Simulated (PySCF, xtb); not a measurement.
C₂H₇InO, SMILES C[CH2][InH][OH]. One conformer was computed; it need not be the lowest.

Harmonic wavenumbers (cm⁻¹) from xtb 6.7.1 with GFN2-xTB at its own minimum, in rising order: 53, 95, 207, 213, 243, 333, 361, 394, 457, 586, 630, 911, 965, 1055, 1149, 1210, 1399, 1441, 1478, 1480, 1485, 2956, 2959, 2970, 2976, 2985, 3660.

Task: What does PBE-D3(BJ)/def2-SVP (PySCF 2.14.0) give at its own minimum? (An estimate is asked for; the answer gives what the named calculation found.)

Result: 55, 85, 197, 235, 308, 436, 443, 457, 559, 612, 769, 905, 931, 1023, 1135, 1198, 1345, 1386, 1421, 1426, 1742, 2953, 2988, 3027, 3034, 3052, 3709. Paired by order, the mean absolute difference is 54 cm⁻¹ and the zero-point energies are 49.5 and 50.7 kcal/mol.
